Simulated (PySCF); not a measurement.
## Vertical excitation energies

TaS(CH2SiH3)3, C3H15SSi3Ta (singlet state).
Geometry (PBE0-D3(BJ)/def2-SVP, Å), atoms numbered from 1 in this order:
```xyz
23
C3H15SSi3Ta angstrom
Ta    -0.012    0.013   -0.021
S      0.229    0.227    2.116
C      1.940   -0.216   -0.841
Si     3.249    0.898   -0.068
H      2.241   -1.272   -0.697
H      1.866   -0.029   -1.932
H      2.697    2.278    0.121
H      3.662    0.349    1.254
H      4.451    1.017   -0.953
C     -0.976    1.779   -0.723
Si    -2.400    2.381    0.357
H     -0.217    2.582   -0.782
H     -1.336    1.574   -1.752
H     -3.263    1.225    0.756
H     -1.867    3.041    1.583
H     -3.270    3.350   -0.385
C     -1.202   -1.723   -0.335
Si    -0.739   -3.204    0.736
H     -2.254   -1.453   -0.120
H     -1.134   -1.986   -1.411
H      0.750   -3.349    0.795
H     -1.270   -3.019    2.116
H     -1.290   -4.474    0.162
```

The calculation used PySCF, TDDFT CAM-B3LYP/def2-SVPD, vertical, gas phase, core orbitals frozen in the response, def2 core potentials past Kr. Spin–orbit coupling is left out.

Task: What does the calculation give for the low-lying excited states?

Result: 

```tsv
state	E (eV)	λ (nm)	f	main configurations (H = HOMO, L = LUMO)
S1	4.07	304.7	0.0000	H-1/H→L/L+1 (≥93%)
S2	4.26	290.9	0.0048	H-1/H→L/L+1 (≥77%)
S3	4.26	290.9	0.0051	H-1/H→L/L+1 (≥78%)
S4	4.75	261.0	0.016	H-1/H→L/L+1 (≥85%)
S5	4.93	251.4	0.0004	H-3→L/L+1 (≥46%), H-4→L/L+1 (≥40%)
S6	4.96	250.2	0.0028	H-2→L/L+1 (≥80%)
S7	4.96	250.0	0.0028	H-2→L/L+1 (≥80%)
S8	5.15	240.8	0.0052	H-3→L/L+1 (≥40%), H-4→L/L+1 (≥37%), H-2→L/L+1 (≥10%)
S9	5.15	240.6	0.0047	H-4→L/L+1 (≥40%), H-3→L/L+1 (≥36%), H-2→L/L+1 (≥10%)
```

Triplets (Tamm–Dancoff): T1 3.63 eV, H-1/H→L/L+1 (≥83%); T2 3.83 eV, H-1/H→L/L+1 (≥86%); T3 3.83 eV, H-1/H→L/L+1 (≥85%).

The lowest singlet lies at 4.07 eV (305 nm, ultraviolet) and is dark (f under 0.0005); its leading configuration is HOMO-1/HOMO→LUMO/LUMO+1 (≥93%). The most intense listed level is S4 at 4.75 eV (261 nm, f = 0.016), 0.68 eV above S1. S2/S3, S6/S7 and S8/S9 lie within about 0.01 eV of each other in each set. For S1 the Löwdin share of tantalum is 17% in HOMO and 61% in LUMO; for S4 the Löwdin share of tantalum is 17% in HOMO-1 and 61% in LUMO. The listed states span 1.08 eV, and the widest gap between neighbours is 0.49 eV (S3 to S4). Weighted by f, the mean energy of these states is 4.76 eV. No computed singlet lies in the visible range (380 to 750 nm); the lowest, at 305 nm, stands 0.81 eV above its violet end (3.26 eV). Orbitals of the list HOMO-3 to LUMO+2 that lie within 0.01 eV of each other are written together with a slash and their weights summed (≥ marks a lower bound); for degenerate orbitals outside that list single weights are arbitrary. Only the lowest 10 singlets were computed, as vertical energies without vibronic structure. The highest level found (5.31 eV, f 0.0099 so far) is left out, since the window may have cut off a degenerate partner.

On one thread of an Arm Neoverse V1, no GPU, shared host, this took 3.9 min of wall time (grids of density and orbitals included) and 2.0 GiB of memory at its peak.
